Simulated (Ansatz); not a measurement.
B2(F)4 (B₂F₄), relaxed as a singlet with RKS r2SCAN-D4/def2-SVP in Ansatz, starting from the GFN2-xTB geometry. Force threshold 0.02 eV/Å.

Start:

```tsv
atom	x (Å)	y (Å)	z (Å)
B1	-0.183	-0.495	0.677
F2	-0.393	-1.793	0.599
F3	-0.288	-0.041	1.908
B4	0.184	0.495	-0.677
F5	-0.729	1.088	-1.417
F6	1.408	0.746	-1.091
```

**Question.** Estimate the energy that the relaxation releases and the steps that it takes.

**Answer.** 1.3 kcal/mol, in 5 steps; 6 s on 4 threads of Arm Neoverse V1 on a shared host. No frequencies were taken in this run, so the end may be a saddle point.

**Question.** Does the start keep its bonding and symmetry?

**Answer.** By distances, no bond broke or formed. The bond that changes most is B4–F6, from 1.32 to 1.32 Å (atoms count from 1). Point group D2d at the start, D2d at the end, both within 0.05 Å; within 0.015 Å the end is D2.

**Question.** Predict the relaxed structure.

**Answer.** 
```xyz
6

B    -0.1834   -0.4959    0.6778
F    -0.3867   -1.7968    0.5527
F    -0.2789    0.0047    1.8983
B     0.1845    0.4954   -0.6778
F    -0.7668    1.0720   -1.3933
F     1.4313    0.7206   -1.0577
```
Bond lengths: 4 × B–F 1.32 Å; 1 × B–B 1.72 Å.
